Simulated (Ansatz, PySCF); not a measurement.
This singlet lies 0.97 eV below the relaxed triplet at the level frozen-core CCSD(T)/cc-pVTZ // PBE0-D3(BJ)/def2-TZVP (Ansatz, a first-principles code).

H3ClSi2, SMILES `[SiH3][Si]Cl` (lower singlet) (charge 0, multiplicity 1)

These are PBE0-D3(BJ)/def2-TZVP (PySCF 2.14.0) values and carry that method's errors.

```json
{
 "HOMO": "-6.48 eV",
 "dipole_moment": "0.83 D",
 "HOMO–LUMO gap": "3.24 eV",
 "LUMO": "-3.25 eV",
 "total_energy": "-1040.6133 Ha",
 "cost": "very roughly 21 core-seconds"
}
```

Bonded distances (Å): Si1–Si2 2.415, Si1–H4 1.491, Si1–H5 1.490, Si1–H6 1.491, Si2–Cl3 2.087. Bond angles (°): Si2–Si1–H4 109.0, Si2–Si1–H5 113.3, Si2–Si1–H6 109.0, H4–Si1–H5 108.5, H4–Si1–H6 108.6, H5–Si1–H6 108.5, Si1–Si2–Cl3 93.5.
